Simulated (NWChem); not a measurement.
The numbers come from NWChem runs, not from measurements. System: H5GaO, charge 0, spin multiplicity 1, at a geometry optimised with B3LYP/def2-SVP. The structure started from a generated list of species. Level: PBE/def2-SVPD.

Input file:

```
start mol
memory heap 200 mb stack 900 mb global 1100 mb
geometry units angstroms nocenter noautoz noautosym
  Ga    -0.452062     0.214934    -0.069378
  H     -0.929281     0.499807     1.404734
  H      0.146713     1.402598    -0.933550
  H     -1.029894    -1.043587    -0.842529
  O      1.508327    -0.714066     0.333832
  H      2.214785    -0.208093    -0.094602
  H      1.544973    -1.601135    -0.054003
end
basis spherical
  * library def2-svpd
end
dft
  xc xpbe96 cpbe96
  semidirect memsize 60000000 filesize 0
  iterations 100
end
task dft energy
```

Part of the output:

```
             Northwest Computational Chemistry Package (NWChem) 7.3.0
             --------------------------------------------------------

                                NWChem Input Module
                                -------------------

 Scaling coordinates for geometry "geometry" by  1.889725989
 (inverse scale =  0.529177249)

                             Geometry "geometry" -> ""
                             -------------------------

 Output coordinates in angstroms (scale by  1.889725989 to convert to a.u.)

  No.       Tag          Charge          X              Y              Z
 ---- ---------------- ---------- -------------- -------------- --------------
    1 Ga                  31.0000    -0.45206200     0.21493400    -0.06937800
    2 H                    1.0000    -0.92928100     0.49980700     1.40473400
    3 H                    1.0000     0.14671300     1.40259800    -0.93355000
    4 H                    1.0000    -1.02989400    -1.04358700    -0.84252900
    5 O                    8.0000     1.50832700    -0.71406600     0.33383200
    6 H                    1.0000     2.21478500    -0.20809300    -0.09460200
    7 H                    1.0000     1.54497300    -1.60113500    -0.05400300

 Effective nuclear repulsion energy (a.u.)     117.8338216589

            Nuclear Dipole moment (a.u.)
            ----------------------------
        X                 Y               Z
 ---------------- ---------------- ----------------
    -0.0000188973     0.0000302356    -0.0000226767


 Summary of "ao basis" -> "" (spherical)
 ------------------------------------------------------------------------------
       Tag                 Description            Shells   Functions and Types
 ---------------- ------------------------------  ------  ---------------------
 *                         def2-svpd                  on all atoms

  pbe96 is a nonlocal functional; adding pw91lda local functional.

                                 NWChem DFT Module
                                 -----------------

 Summary of "ao basis" -> "ao basis" (spherical)
 ------------------------------------------------------------------------------
       Tag                 Description            Shells   Functions and Types
 ---------------- ------------------------------  ------  ---------------------
 Ga                        def2-svpd                14       38   6s4p4d
 H                         def2-svpd                 4        8   2s2p
 O                         def2-svpd                 9       23   4s3p2d

 Summary of "ao basis" -> "ao basis" (spherical)
 ------------------------------------------------------------------------------
       Tag                 Description            Shells   Functions and Types
 ---------------- ------------------------------  ------  ---------------------
 Ga                        def2-svpd                14       38   6s4p4d
 H                         def2-svpd                 4        8   2s2p
 O                         def2-svpd                 9       23   4s3p2d

            General Information
            -------------------
          SCF calculation type: DFT
          Wavefunction type:  closed shell.
          No. of atoms     :     7
          No. of electrons :    44
           Alpha electrons :    22
            Beta electrons :    22
          Charge           :     0
          Spin multiplicity:     1
          Use of symmetry is: off; symmetry adaption is: off
          Maximum number of iterations: 100
          AO basis - number of functions:   101
                     number of shells:    43
          Convergence on energy requested:  1.00D-06
          Convergence on density requested:  1.00D-05
          Convergence on gradient requested:  5.00D-04

              XC Information
              --------------
          PerdewBurkeErnzerhof Exchange Functional  1.000
            Perdew 1991 LDA Correlation Functional  1.000 local
           PerdewBurkeErnz. Correlation Functional  1.000 non-local

             Grid Information
             ----------------
          Grid used for XC integration:  medium
          Radial quadrature: Mura-Knowles
          Angular quadrature: Lebedev.
          Tag              B.-S. Rad. Rad. Pts. Rad. Cut. Ang. Pts.
          ---              ---------- --------- --------- ---------
          Ga                  1.30      112          10.0       590
          H                   0.35       45          11.0       434
          O                   0.60       49          11.0       434
          Grid pruning is: on
          Number of quadrature shells:   386
          Spatial weights used:  Erf1

          Convergence Information
          -----------------------
          Convergence aids based upon iterative change in
          total energy or number of iterations.
          Levelshifting, if invoked, occurs when the
          HOMO/LUMO gap drops below (HL_TOL):  1.00D-02
          DIIS, if invoked, will attempt to extrapolate
          using up to (NFOCK): 10 stored Fock matrices.

                    Damping( 0%)  Levelshifting(0.5)       DIIS
                  --------------- ------------------- ---------------
          dE  on:    start            ASAP                start
          dE off:    2 iters        100 iters           100 iters

      Screening Tolerance Information
      -------------------------------
          Density screening/tol_rho:  1.00D-10
          AO Gaussian exp screening on grid/accAOfunc:  14
          CD Gaussian exp screening on grid/accCDfunc:  20
          XC Gaussian exp screening on grid/accXCfunc:  20
          Schwarz screening/accCoul:  1.00D-08

      Superposition of Atomic Density Guess
      -------------------------------------

 Sum of atomic energies:       -2000.16668745

      Non-variational initial energy
      ------------------------------

 Total energy =   -2000.613098
 1-e energy   =   -3024.175888
 2-e energy   =     905.728968
 HOMO         =      -0.347589
 LUMO         =      -0.347038

------------------------------------------------------------
EAF file 0: "./mol.aoints.0" size=524288 bytes
------------------------------------------------------------
               write      read    awrite     aread      wait
               -----      ----    ------     -----      ----
     calls:        1         0         0         0         0
   data(b): 5.24e+05  0.00e+00  0.00e+00  0.00e+00
   time(s): 0.00e+00  0.00e+00  0.00e+00  0.00e+00  0.00e+00
rate(mb/s): 0.00e+00  0.00e+00
------------------------------------------------------------

 Grid integrated density:      44.000044164497
 Requested integration accuracy:   0.10E-05

   convergence    iter        energy       DeltaE   RMS-Dens  Diis-err    time
 ---------------- ----- ----------------- --------- --------- ---------  ------
 d= 0,ls=0.0,diis     1  -2000.6697423448 -2.12D+03  2.46D+01  1.41D+00     1.4
 d= 0,ls=0.0,diis     2  -2001.9363991939 -1.27D+00  2.22D-02  2.49D+00     1.7
 d= 0,ls=0.0,diis     3  -2002.3377167801 -4.01D-01  5.75D-03  3.70D-01     2.1
 d= 0,ls=0.0,diis     4  -2002.3759953313 -3.83D-02  2.11D-03  8.00D-02     2.4
 d= 0,ls=0.0,diis     5  -2002.3830708330 -7.08D-03  8.68D-04  5.26D-03     2.7
  Resetting Diis
 d= 0,ls=0.0,diis     6  -2002.3837418106 -6.71D-04  1.73D-04  8.24D-04     3.1
 d= 0,ls=0.0,diis     7  -2002.3837903029 -4.85D-05  1.04D-04  2.39D-05     3.4
 d= 0,ls=0.0,diis     8  -2002.3837889562  1.35D-06  4.70D-05  5.40D-05     3.8
 d= 0,ls=0.0,diis     9  -2002.3837938185 -4.86D-06  1.19D-05  1.11D-06     4.1
 d= 0,ls=0.0,diis    10  -2002.3837939887 -1.70D-07  1.99D-06  7.11D-08     4.5

         Total DFT energy =    -2002.383793988747
      One electron energy =    -3024.703925362885
           Coulomb energy =      989.496697073719
    Exchange-Corr. energy =      -85.010387358448
 Nuclear repulsion energy =      117.833821658867

 Numeric. integr. density =       44.000018447117

     Total iterative time =      4.1s

                       DFT Final Molecular Orbital Analysis
                       ------------------------------------

 Vector   20  Occ=2.000000D+00  E=-3.294760D-01
              MO Center=  5.8D-01, -2.7D-01,  2.3D-01, r^2= 2.9D+00
   Bfn.  Coefficient  Atom+Function         Bfn.  Coefficient  Atom+Function
  ----- ------------  ---------------      ----- ------------  ---------------
     4      0.412780  1 Ga s                 67      0.340799  5 O  px
    69      0.340357  5 O  pz                70      0.236525  5 O  px
    72      0.231393  5 O  pz                 3     -0.218110  1 Ga s
     5      0.183925  1 Ga s                 39      0.159937  2 H  s
    68     -0.153897  5 O  py                47      0.119155  3 H  s

 Vector   21  Occ=2.000000D+00  E=-2.423391D-01
              MO Center= -4.3D-01,  1.7D-01, -6.4D-01, r^2= 2.7D+00
   Bfn.  Coefficient  Atom+Function         Bfn.  Coefficient  Atom+Function
  ----- ------------  ---------------      ----- ------------  ---------------
    55     -0.324929  4 H  s                 47      0.320443  3 H  s
    14      0.274243  1 Ga py                17      0.174276  1 Ga py
    56     -0.173376  4 H  s                 48      0.170740  3 H  s
    11     -0.157994  1 Ga py                13      0.131034  1 Ga px
    20      0.095843  1 Ga d -1              16      0.083535  1 Ga px

 Vector   22  Occ=2.000000D+00  E=-2.391020D-01
              MO Center= -6.2D-01,  3.3D-01,  4.0D-01, r^2= 2.8D+00
   Bfn.  Coefficient  Atom+Function         Bfn.  Coefficient  Atom+Function
  ----- ------------  ---------------      ----- ------------  ---------------
    39      0.369455  2 H  s                 15      0.297914  1 Ga pz
    18      0.200172  1 Ga pz                47     -0.194567  3 H  s
    55     -0.186918  4 H  s                 40      0.183379  2 H  s
    12     -0.171088  1 Ga pz                48     -0.107576  3 H  s
    69     -0.104666  5 O  pz                56     -0.103404  4 H  s

 Vector   23  Occ=0.000000D+00  E=-6.173631D-02
              MO Center=  1.3D+00, -6.5D-01, -1.8D-01, r^2= 5.7D+00
   Bfn.  Coefficient  Atom+Function         Bfn.  Coefficient  Atom+Function
  ----- ------------  ---------------      ----- ------------  ---------------
    66      0.772577  5 O  s                 73      0.383184  5 O  px
     6      0.378965  1 Ga s                 16      0.332838  1 Ga px
     5     -0.271125  1 Ga s                 64     -0.269721  5 O  s
    13      0.209911  1 Ga px                65     -0.194534  5 O  s
    74     -0.187955  5 O  py                87     -0.169497  6 H  s

 Vector   24  Occ=0.000000D+00  E=-3.240714D-03
              MO Center= -7.4D-01,  3.5D-01, -3.4D-01, r^2= 8.9D+00
   Bfn.  Coefficient  Atom+Function         Bfn.  Coefficient  Atom+Function
  ----- ------------  ---------------      ----- ------------  ---------------
     6     -1.925716  1 Ga s                  5      1.805985  1 Ga s
     4      0.337017  1 Ga s                 75      0.243784  5 O  pz
    40     -0.241872  2 H  s                 13      0.222402  1 Ga px
    16      0.218308  1 Ga px                67      0.195304  5 O  px
    48     -0.193132  3 H  s                 56     -0.192403  4 H  s

 Vector   25  Occ=0.000000D+00  E= 1.384772D-02
              MO Center= -1.1D-02,  4.4D-03, -4.0D-02, r^2= 9.6D+00
   Bfn.  Coefficient  Atom+Function         Bfn.  Coefficient  Atom+Function
  ----- ------------  ---------------      ----- ------------  ---------------
     5      3.031926  1 Ga s                  6     -1.639376  1 Ga s
    73      0.823173  5 O  px                66     -0.787560  5 O  s
    16      0.551157  1 Ga px                40     -0.438369  2 H  s
     4      0.426820  1 Ga s                 74     -0.394328  5 O  py
    48     -0.366582  3 H  s                 56     -0.366661  4 H  s

 center of mass
 --------------
 x =  -0.10651485 y =   0.05115484 z =   0.00070722

 moments of inertia (a.u.)
 ------------------
          81.927121968499          92.569506264347         -33.364886623103
          92.569506264347         232.862154650286          15.928669672404
         -33.364886623103          15.928669672404         274.016980301782

     Multipole analysis of the density
     ---------------------------------

     L   x y z        total         alpha         beta         nuclear
     -   - - -        -----         -----         ----         -------
     0   0 0 0     -0.000000    -22.000000    -22.000000     44.000000

     1   1 0 0      1.326055      0.663037      0.663037     -0.000019
     1   0 1 0     -0.644042     -0.322036     -0.322036      0.000030
     1   0 0 1     -0.259556     -0.129767     -0.129767     -0.000023

     2   2 0 0    -14.447916    -67.527714    -67.527714    120.607512
     2   1 1 0     -2.652252     23.219438     23.219438    -49.091128
     2   1 0 1     -0.896667     -7.827729     -7.827729     14.758792
     2   0 2 0    -18.645720    -29.721343    -29.721343     40.796965
     2   0 1 1      0.371287      3.740963      3.740963     -7.110639
     2   0 0 2    -22.033405    -19.243144    -19.243144     16.452883

 Task  times  cpu:        4.5s     wall:        4.5s

 Total times  cpu:        4.5s     wall:        4.5s
```
